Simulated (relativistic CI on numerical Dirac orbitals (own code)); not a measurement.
**Calculated levels, V⁵⁺**

Calculated at this level of theory: Dirac-Coulomb-Breit CI, orbitals from a KLI potential per configuration, model QED (radiative potential, 1s self-energy scaled to tabulated hydrogen-like ionisation energies), valence Slater integrals scaled by 0.9, configuration energies shifted to the measured levels that pair with them (semi-empirical) (own radial code, finite nucleus).

Configuration list (outside the closed core [Ne]): 3s2.3p6, 3s2.3p5.3d, 3s.3p6.3d, 3s2.3p5.4p, 3s2.3p5.4d, 3s2.3p5.5s, 3s2.3p5.4f, 3s.3p6.4p, 3s.3p6.5p, 3s2.3p4.3d2, 3s2.3p5.4s, 3p6.3d2, 3s.3p5.3d2, 3s2.3p5.5p, 3s.3p6.4s, 3s2.3p5.5d, 3s2.3p5.5f, 3s2.3p5.5g, 3s2.3p4.3d.4s, 3s.3p6.4d, 3s2.3p4.3d.4p, 3s.3p6.5s, 3s.3p6.4f, 3s.3p6.5d, 3s.3p6.5f, 3s.3p6.5g, 3s.3p5.3d.4s, 3s2.3p4.4s2. Levels of other configurations are missing.

```tsv
No.	Configuration	Term	J	E (cm⁻¹)	%	Landé g	jj configuration (%)
1	3s2.3p6	1S	0	0	97		closed (97)
2	3s2.3p5.3d	3P°	0	308035	99		3p3/2^3 3d3/2 (99)
3	3s2.3p5.3d	3P°	1	309259	99	1.497	3p3/2^3 3d3/2 (58)
4	3s2.3p5.3d	3P°	2	311807	98	1.497	3p3/2^3 3d5/2 (50)
5	3s2.3p5.3d	3F°	4	324064	99	1.250	3p3/2^3 3d5/2 (99)
6	3s2.3p5.3d	3F°	3	326232	96	1.085	3p3/2^3 3d3/2 (68)
7	3s2.3p5.3d	3F°	2	328505	96	0.679	3p1/2 3p3/2^4 3d3/2 (59)
8	3s2.3p5.3d	3D°	3	344756	76	1.256	3p3/2^3 3d5/2 (95)
9	3s2.3p5.3d	1D°	2	345139	70	1.033	3p3/2^3 3d3/2 (45)
10	3s2.3p5.3d	3D°	1	347199	98	0.502	3p1/2 3p3/2^4 3d3/2 (50)
11	3s2.3p5.3d	3D°	2	347773	71	1.124	3p1/2 3p3/2^4 3d5/2 (59)
12	3s2.3p5.3d	1F°	3	349933	74	1.076	3p1/2 3p3/2^4 3d5/2 (69)
13	3s2.3p5.3d	1P°	1	456545	98	0.999	3p3/2^3 3d5/2 (56)
14	3s2.3p5.4s‡	3P°	2	537993	98	1.501	3p3/2^3 4s (98)
15	3s2.3p5.4s‡	3P°	1	541052	75	1.383	3p3/2^3 4s (79)
16	3s2.3p5.4s‡	3P°	0	545540	98		3p1/2 3p3/2^4 4s (98)
17	3s2.3p5.4s‡	1P°	1	549484	75	1.117	3p1/2 3p3/2^4 4s (79)
18	3s.3p6.3d	3D	1	549533	74	0.498	3s 3d3/2 (74)
19	3s.3p6.3d	3D	2	549868	74	1.167	3s 3d3/2 (46)
20	3s.3p6.3d	3D	3	550406	74	1.334	3s 3d5/2 (74)
21	3s.3p6.3d	1D	2	563675	68	1.000	3s 3d5/2 (43)
22	3s2.3p5.4p	3S	1	601870	95	1.982	3p3/2^3 4p3/2 (41)
23	3s2.3p4.3d2‡	5S	2	604511	99	2.000	3p1/2 3p3/2^3 3d3/2 3d5/2 (30)
24	3s2.3p4.3d2‡	5D	0	609117	98		3p3/2^2 3d3/2^2 (45)
25	3s2.3p4.3d2‡	5D	1	609148	97	1.470	3p3/2^2 3d3/2^2 (28)
26	3s2.3p4.3d2‡	5D	2	609210	94	1.474	3p1/2 3p3/2^3 3d3/2 3d5/2 (34)
27	3s2.3p4.3d2‡	5D	3	609298	92	1.480	3p3/2^2 3d3/2 3d5/2 (39)
28	3s2.3p4.3d2‡	5D	4	609406	93	1.489	3p3/2^2 3d5/2^2 (28)
29	3s2.3p5.4p	3D	3	611172	99	1.334	3p3/2^3 4p3/2 (99)
30	3s2.3p5.4p	3D	2	611447	71	1.140	3p3/2^3 4p1/2 (92)
```

Energies count from the lowest computed level; ° marks odd parity. Filled j subshells are mostly left out of the jj labels. ‡ marks configurations that were not tied to measured data.

The mean weight of the leading LS term, summed over parents, in these 30 levels is 88 %, and that of the leading jj configuration (from the same eigenvectors) 64 %, so LS coupling describes them better.

Configurations whose levels could be paired with our table of measured levels were shifted onto them, all but the ground configuration, by the median error of their levels; single terms can still be off by 1,000 to 2,000 cm⁻¹ or more, and rates follow the energies as ν³ (E1, M1) or ν⁵ (E2). The others borrow a shift and can be off by several thousand cm⁻¹ or more. 31 of the 39 excited levels that our extract of the measured tables holds in this range could be paired (the sources list more); they are missed by 722 cm⁻¹ on average and 11109 at most, after the shifts were fitted to these levels, and levels without a partner can miss by more.

LS names give the leading component of a level, which can be under half, so a name can repeat, a term be missing and a line seem to break the LS rules.
